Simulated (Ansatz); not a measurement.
Consider the formal exchange of groups at a C–B bond: `C=CB(S)Cl` + `CN[SiH2]Cl` → `C=CCN[SiH2]Cl` + `SBCl`.

Gas-phase electronic energies from Ansatz, PBE0-D4/def2-TZVP geometries. CCSD(T)/CBS adds triple-zeta CCSD(T) − MP2 to the extrapolated MP2 energy (def2 sets, frozen cores). This one scheme is used for every species. Each species was taken in one conformer, which may not be the lowest.

| species | CCSD(T)/def2-TZVPP energy (Eh) |
| --- | --- |
| `C=CB(S)Cl` | -960.77895 |
| `CN[SiH2]Cl` | -845.16470 |
| `C=CCN[SiH2]Cl` | -922.41611 |
| `SBCl` | -883.51058 |

Q: Work out ΔE.

A: ΔE = (-922.41611) + (-883.51058) − (-960.77895) − (-845.16470) = 0.01696 Eh = +10.6 kcal/mol. CCSD(T)/CBS gives +10.9 kcal/mol.

Largest T1 diagnostic among the species: 0.013.
